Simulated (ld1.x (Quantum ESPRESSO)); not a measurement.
tin (Sn): TM pseudisation with BLYP, scalar-relativistic reference atom.

Sn (Z = 50), norm-conserving Troullier–Martins (Kleinman–Bylander form), made with ld1.x (Quantum ESPRESSO) 7.5 (BLYP, scalar-relativistic). Core [Kr] 4d10, reference 5s1 5p3. Waves: 5s (bound): rc 2.05 bohr; 5p (bound): rc 1.80 bohr. Local part: all-electron potential smoothed inside 1.70 bohr (lloc = -2). Core correction: a·sin(br)/r model core inside 0.85 bohr.

All-electron outer shells of the reference configuration (BLYP, scalar-relativistic, ld1.x):

```csv
shell,level (eV),outermost node (bohr),outermost maximum (bohr)
4p,-90.95,0.41,0.79
4d,-27.07,0.39,0.88
5s,-11.34,0.98,1.99
5p,-4.18,1.09,2.49
```

Q: Does the generator finish with these settings?

A: Yes, a potential is produced and its reference levels are reproduced.

Q: Estimate the cutoffs (Ry, on a coarse ladder) from which the occupation-weighted sum of valence levels, in a spherical-Bessel basis at the reference potential, stays within 10 and 1 mRy of its value at 400 Ry.

A: 30 Ry and 55 Ry.

Q: Does the potential have ghost states?

A: No extra level below or beside the all-electron valence levels (s, p, d, f tested). The logarithmic derivative shows an extra or strongly shifted pseudo pole above the reference energy (s near 0.96 Ry).

Q: Tests: 5s2 5p2; 5s2 5p1; 5s2 5p0; 5s1 5p0; 5s2 5p2.3; 5s0 5p4; 5s1 5p2. Which has the largest error in its energy relative to the reference configuration, and how large is it?

A: 5s1 5p0, with -197 meV (all-electron minus pseudo) on +44.86 eV.
